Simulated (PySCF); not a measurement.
# How the method changes the constants of ZnS⁺

State: ²Π (doublet), unpaired electrons π ↑. Set-up: PySCF, no relativity, basis sets Zn 6-31G(d,p), S 6-31G(d,p). De refers to Zn⁺ + S in their high-spin ground configurations, without counterpoise correction. The functionals are run spin-unrestricted. A positive dipole points towards S; it is taken about the centre of mass and depends on that origin. Levels whose curve was spin-contaminated or gave no clean fit are not listed.

```csv
Level,Re (Å),ωe (cm⁻¹),De (eV),μ (D)
UHF-CCSD,2.170,385,1.60,n/a
UHF-CCSD(T),2.170,388,1.71,n/a
PBE,2.129,396,2.51,-3.62
PBEsol,2.105,412,2.71,-3.64
TPSS,2.130,397,2.43,-3.97
r²SCAN,2.116,412,2.34,-4.18
PBE0,2.131,407,2.14,-4.27
MN15,2.116,417,2.12,-4.52
ωB97X,2.113,430,2.21,-4.81
```

The bond length runs from 2.105 Å (PBEsol) to 2.170 Å (UHF-CCSD). De spans 1.60 eV (UHF-CCSD, coupled cluster) to 2.71 eV (PBEsol, GGA).

Correlated steps freeze 10 core orbitals. Correlated levels converge slowly with the basis: in double zeta they bind strong bonds too weakly, by up to about 1 eV, and carry superposition errors of some tenths. For an ion De counts to the pair picked by the measured ionisation energies or electron affinities, which need not be the lowest pair at this level. The state is the lowest determinant that a PBE0 search found; another state may lie lower at other levels.

The whole job (state search and all levels along the bond) took about 3 min on 1 thread of Intel Xeon Platinum 8259CL @ 2.50GHz (shared host), peak memory 0.57 GiB.
